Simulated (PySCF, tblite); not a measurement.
Species: C8H8.
Bonds: C1–C2, C2–C3 (aromatic), C3–C4 (aromatic), C4–C5 (aromatic), C5–C6 (aromatic), C6–C7 (aromatic), C6–C8, C2–C7 (aromatic), C5–C8. Hydrogens: H9, H10, H11 on C1; H12 on C3; H13 on C4; H14 on C7; H15, H16 on C8.

Computed with GFN2-xTB (tblite), gas phase: Langevin dynamics at 300 K from the optimised GFN2-xTB geometry, time step 0.5 fs, friction 0.01 fs⁻¹, 2000 steps. Over the second half of the run the saved frames average 287 K.

Frame at 250 fs, instantaneous temperature 234 K:
```
atom  x, y, z in Å
C1      1.999   -0.320   -0.012
C2      0.532   -0.108    0.044
C3     -0.015    1.121    0.418
C4     -1.387    1.353    0.676
C5     -2.136    0.207    0.472
C6     -1.584   -0.966    0.014
C7     -0.252   -1.235   -0.235
C8     -3.122   -0.931    0.061
H9      2.491    0.548   -0.635
H10     2.341   -0.276    0.982
H11     2.239   -1.250   -0.526
H12     0.732    1.977    0.631
H13    -1.752    2.333    0.947
H14     0.295   -2.167   -0.521
H15    -3.572   -1.410    0.928
H16    -3.768   -0.806   -0.861
```

Frame at 425 fs, instantaneous temperature 197 K:
```
atom  x, y, z in Å
C1      1.548   -0.264   -0.004
C2      0.036   -0.235    0.324
C3     -0.519    1.012    0.799
C4     -1.873    1.173    1.149
C5     -2.592    0.025    0.857
C6     -2.124   -1.148    0.365
C7     -0.768   -1.332    0.170
C8     -3.623   -1.057    0.734
H9      2.374   -0.566    0.683
H10     1.592   -0.932   -0.855
H11     1.873    0.704   -0.355
H12     0.157    1.868    0.904
H13    -2.193    2.038    1.662
H14    -0.417   -2.233   -0.315
H15    -3.942   -1.570    1.692
H16    -4.390   -1.038   -0.049
```

Frame at 625 fs, instantaneous temperature 355 K:
```
atom  x, y, z in Å
C1      1.576   -0.435   -0.090
C2      0.113   -0.236    0.231
C3     -0.341    1.040    0.582
C4     -1.637    1.286    1.027
C5     -2.454    0.202    0.784
C6     -2.079   -1.053    0.450
C7     -0.790   -1.397    0.217
C8     -3.465   -0.868    0.873
H9      1.929   -1.447   -0.005
H10     1.639   -0.136   -1.131
H11     2.171    0.285    0.491
H12     0.456    1.788    0.660
H13    -2.087    2.171    1.414
H14    -0.533   -2.374   -0.130
H15    -3.814   -1.379    1.814
H16    -4.236   -0.934    0.136
```

Frame at 800 fs, instantaneous temperature 209 K:
```
atom  x, y, z in Å
C1      1.778   -0.511    0.550
C2      0.300   -0.256    0.819
C3     -0.105    1.044    0.912
C4     -1.447    1.409    1.061
C5     -2.312    0.376    1.232
C6     -1.891   -0.994    1.077
C7     -0.620   -1.327    0.748
C8     -3.317   -0.706    1.362
H9      1.925   -1.613    0.526
H10     2.001   -0.169   -0.485
H11     2.458    0.103    1.201
H12     0.702    1.725    0.900
H13    -1.826    2.400    0.738
H14    -0.269   -2.354    0.568
H15    -3.861   -0.676    2.300
H16    -4.001   -0.874    0.523
```

Frame at 1000 fs, instantaneous temperature 250 K:
```
atom  x, y, z in Å
C1      1.915    0.207    0.717
C2      0.470    0.364    0.851
C3     -0.170    1.530    0.522
C4     -1.550    1.675    0.669
C5     -2.216    0.634    1.145
C6     -1.582   -0.609    1.363
C7     -0.235   -0.829    1.224
C8     -3.118   -0.436    1.559
H9      2.336    0.209    1.711
H10     2.052   -0.766    0.244
H11     2.420    0.915    0.099
H12     0.336    2.445    0.189
H13    -2.116    2.654    0.321
H14     0.234   -1.744    1.488
H15    -3.513   -0.365    2.563
H16    -3.779   -0.893    0.885
```

Question: What do single points at PBE0/pcSseg-1 (PySCF, gas phase) give on these frames?

Answer: 
```csv
t (fs),GFN2-xTB E above start (eV),DFT E above lowest frame (eV),HOMO (eV),LUMO (eV),dipole (D)
250,0.60,0.10,-6.62,-0.47,0.52
425,0.62,0.06,-6.64,-0.45,0.48
625,0.46,0.00,-6.51,-0.52,0.53
800,0.68,0.36,-6.46,-0.34,0.48
1000,0.53,0.19,-6.61,-0.26,0.23
```

The two levels order the frames differently by energy; measured from each level's lowest frame they differ by 0.14 eV at most. The HOMO–LUMO gap runs from 5.99 to 6.35 eV. These are instantaneous structures, not minima.

Question: And the isotropic GIAO shieldings (ppm) from the same runs?

Answer: 
| atom | 250 fs | 425 fs | 625 fs | 800 fs | 1000 fs | mean | range |
| --- | --- | --- | --- | --- | --- | --- | --- |
| C1 | 155.3 | 163.5 | 161.5 | 155.9 | 164.8 | 160.2 | 9.5 |
| C2 | 38.9 | 42.6 | 30.6 | 42.8 | 44.5 | 39.9 | 13.9 |
| C3 | 48.9 | 40.0 | 55.2 | 56.8 | 59.4 | 52.1 | 19.4 |
| C4 | 61.3 | 63.9 | 66.9 | 71.0 | 66.1 | 65.8 | 9.7 |
| C5 | 51.6 | 49.0 | 55.1 | 44.4 | 55.6 | 51.1 | 11.2 |
| C6 | 47.6 | 52.1 | 52.6 | 44.0 | 42.7 | 47.8 | 9.9 |
| C7 | 61.2 | 67.5 | 63.8 | 69.3 | 65.3 | 65.4 | 8.1 |
| C8 | 159.4 | 157.4 | 163.9 | 157.6 | 160.7 | 159.8 | 6.5 |
| H9 | 27.1 | 28.5 | 29.4 | 28.6 | 29.1 | 28.5 | 2.3 |
| H10 | 29.3 | 29.4 | 28.8 | 28.3 | 28.9 | 28.9 | 1.1 |
| H11 | 29.2 | 29.7 | 28.8 | 28.1 | 29.9 | 29.1 | 1.8 |
| H12 | 23.5 | 23.9 | 24.3 | 24.9 | 24.2 | 24.2 | 1.4 |
| H13 | 24.0 | 24.2 | 24.2 | 24.0 | 23.2 | 23.9 | 1.0 |
| H14 | 23.5 | 24.4 | 24.3 | 24.2 | 24.3 | 24.1 | 0.9 |
| H15 | 28.1 | 27.4 | 27.8 | 27.0 | 28.2 | 27.7 | 1.2 |
| H16 | 27.5 | 27.7 | 28.5 | 27.6 | 28.9 | 28.0 | 1.4 |

What follows is the cost of the whole dynamics run. The run took 17 s on an Arm Neoverse N1 with one thread (shared host), and the process peaked at 0.18 GiB of memory.
